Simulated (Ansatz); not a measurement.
Correlation energies of `C[O][ZnH]` by basis set

```xyz
7

C    -0.0328   -0.5182    0.9119
O     0.6994   -0.0440   -0.1777
Zn    0.1740    0.8805   -1.5921
H     0.6403   -1.0597    1.5871
H    -0.8294   -1.2160    0.6181
H    -0.4981    0.2891    1.4948
H    -0.1533    1.6682   -2.8422
```

The species carries charge 0 and has multiplicity 1. For Zn the d shell is correlated and the shells below it are frozen. Scalar relativity is left out up to krypton. All single points use the PBE0-D4/def2-TZVP geometry. Frozen core, restricted reference, the Gaussian-basis code of Ansatz.

```csv
basis,HF (Eh),MP2 corr.,CCSD corr.,(T),CCSD(T) total
def2-SVP,?,?,-0.64299,-0.01638,?
def2-TZVPP,-1892.89340,-0.93266,-0.90347,?,?
def2-QZVPP,-1892.94145,?,–,–,–
```

(1) Fill in the withheld values. (An estimate is asked.)

## Answers

(1) Computed: def2-SVP HF (Eh): -1892.51015; def2-SVP MP2 corr.: -0.63990; def2-SVP CCSD(T) total: -1893.16952; def2-TZVPP (T): -0.03009; def2-TZVPP CCSD(T) total: -1893.82696; def2-QZVPP MP2 corr.: -0.99923.
